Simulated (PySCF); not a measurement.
## Vertical excitation energies

Compound: C₃H₆N₂O₂Si.
Z-matrix (Å and degrees, GFN2-xTB geometry), rows numbered from 1:
```
Si
O   1  1.6284
C   2  1.3871  1  130.07
C   3  1.4866  2  113.04  1    46.56
N   4  1.3665  3  122.90  2   -57.11
C   5  1.2918  4  102.69  3   179.65
O   6  1.3279  5  113.01  4     0.30
N   4  1.3022  3  124.50  2   122.68
H   1  1.4622  2  111.75  3    50.85
H   1  1.4552  2   96.95  3   170.09
H   1  1.4640  2  112.20  3   -72.11
H   3  1.1000  2  109.62  1   -73.88
H   3  1.0949  2  108.38  1   167.10
H   6  1.0713  5  127.30  4  -179.94
```

Computed, not measured: TDDFT wB97X-D/def2-SVPD, vertical, gas phase, core orbitals frozen in the response (PySCF 2.14.0, density-fitted response routines).

```tsv
state	E (eV)	E (kJ/mol)	λ (nm)	f	main configurations (H = HOMO, L = LUMO)
S1	6.17	595	201.1	0.0060	H-3→L (43%), H-2→L (36%), H-1→L (11%)
S2	6.92	668	179.1	0.0075	H→L (73%), H→L+1 (13%)
S3	7.11	686	174.3	0.072	H-1→L (59%), H-2→L (29%)
S4	7.24	698	171.3	0.0049	H-6→L (44%), H-5→L (14%), H-4→L (10%)
S5	7.56	730	164.0	0.050	H-3→L (31%), H-2→L (18%), H-4→L (16%)
S6	7.63	737	162.4	0.0050	H→L+1 (45%), H-1→L+1 (14%)
S7	7.74	747	160.2	0.0018	H-1→L+1 (27%), H-4→L (23%), H→L+1 (16%)
S8	7.85	758	157.9	0.0060	H-3→L+1 (20%), H-2→L+1 (19%), H-5→L (11%)
```

Triplets (Tamm–Dancoff): T1 4.79 eV, H-1→L (40%), H-2→L (40%), H-3→L (10%); T2 5.63 eV, H-3→L (46%), H-2→L (33%); T3 6.08 eV, H-4→L (36%), H-7→L (13%), H-5→L (11%).

The lowest singlet lies at 6.17 eV (201 nm, ultraviolet) and is weak; its leading configuration is HOMO-3→LUMO (43%). The most intense listed level is S3 at 7.11 eV (174 nm, f = 0.072), 0.95 eV above S1. Löwdin shares by element: HOMO oxygen 43% or more, silicon 17%, hydrogen 12% or more, carbon 8% or more (atoms not listed hold the other 20%); LUMO nitrogen 33%, carbon 26% or more, oxygen 19% or more (atoms not listed hold the other 22%). Orbital energies (eV): HOMO-3 -11.21, HOMO-2 -10.95, HOMO-1 -10.54, HOMO -10.27, LUMO 0.65, LUMO+1 1.90, LUMO+2 2.19. Weighted by f, the mean energy of these states is 7.27 eV. The oscillator strengths of these states sum to 0.154; summed over the whole spectrum of an exact calculation they would give the number of electrons, 68 (Thomas–Reiche–Kuhn). Singlets were solved by full linear response, triplets in the Tamm–Dancoff approximation.

One conformer stands for the species.
